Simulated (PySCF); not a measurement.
**Highest orbital energy against ionisation energy along the second row**

Calculated with PySCF 2.14, no spin-orbit coupling. Each cell gives −ε(HOMO) / ΔSCF in eV; NIST values include spin-orbit coupling, (s) semi-empirical, (t) theoretical.

```csv
species,UHF,LDA,PBE,PBE0,r2SCAN,NIST (lowest levels)
"Be⁺ (dyall-av2z, non-relativistic)",18.123 / 18.121,14.297 / 18.247,14.475 / 18.487,15.481 / 18.449,14.588 / 18.176,18.211
"B⁺ (dyall-av2z, non-relativistic)",23.773 / 23.437,19.405 / 24.548,19.509 / 24.614,20.792 / 24.567,19.715 / 24.250,25.155
"C⁺ (dyall-av2z, non-relativistic)",24.852 / 24.155,17.805 / 24.769,17.948 / 24.849,19.787 / 24.830,18.625 / 24.985,24.383
"N⁺ (dyall-av2z, non-relativistic)",30.372 / 29.211,22.007 / 30.062,22.023 / 29.907,24.242 / 29.917,22.796 / 30.142,29.601 (s)
"O⁺ (dyall-av2z, non-relativistic)",36.210 / 34.588,26.448 / 35.593,26.369 / 35.286,28.978 / 35.320,27.298 / 35.497,35.121
"F⁺ (dyall-av2z, non-relativistic)",35.559 / 33.346,26.133 / 35.252,26.393 / 35.391,28.967 / 35.219,26.966 / 35.073,34.971
"Ne⁺ (dyall-av2z, non-relativistic)",42.056 / 39.272,31.225 / 41.448,31.219 / 41.150,34.196 / 41.012,32.002 / 41.145,40.963
```

Q: How far is −ε(HOMO) from ΔSCF on average for each method, and why?

A: UHF 1.26 eV; LDA -7.51 eV; PBE -7.39 eV; PBE0 -5.27 eV; r2SCAN -6.75 eV. Hartree-Fock orbital energies lack relaxation and so exceed the ΔSCF value; semilocal functionals have convex E(N) from self-interaction, so their HOMO lies far too high; exact exchange moves hybrids part of the way back.
